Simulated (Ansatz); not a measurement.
System: C6H11, charge 0, multiplicity 2. It need not be the lowest isomer of its formula. 
Structure (B3LYP-D3(BJ)/def2-TZVP (Ansatz, a quantum-chemistry and plane-wave program) minimum search):
```xyz
17

C      2.6624    -0.1389    -0.7672
C      1.2132     0.1745    -0.8018
C      0.4679    -0.2795     0.4857
C     -0.9985     0.0619     0.4743
C     -1.5048     0.9752     1.2991
C     -1.8543    -0.6756    -0.5164
H      3.3780     0.5718    -0.3770
H      3.0176    -1.1362    -0.9907
H      0.7464    -0.3134    -1.6623
H      1.0556     1.2500    -0.9176
H      0.5938    -1.3622     0.5906
H      0.9477     0.1837     1.3493
H     -2.5583     1.2273     1.2903
H     -0.8818     1.4991     2.0137
H     -2.9039    -0.3992    -0.4212
H     -1.7674    -1.7569    -0.3729
H     -1.5426    -0.4697    -1.5437
```
Charge 0, spin multiplicity 2.

Computed values are from Ansatz. Correlated levels leave the core frozen unless marked. UHF or UKS for open shells. No spin-orbit coupling. No relativistic terms. Basis-set limits of correlation are two-point, X^-3; Hartree-Fock from the larger set. [CCSD(T)-MP2]/basis is that difference in the basis named.

* **atomisation energy De**: 1635.9 kcal/mol at RI-MP2/CBS(cc-pVTZ,cc-pVQZ)+[CCSD(T)-MP2]/cc-pVTZ
* **total energy**: -234.8545 Eh at RI-MP2/CBS(cc-pVTZ,cc-pVQZ)+[CCSD(T)-MP2]/cc-pVTZ
* **dipole moment**: 0.34 D at CCSD(T)/aug-cc-pVDZ
* **T1 diagnostic**: 0.011 at CCSD/cc-pVTZ
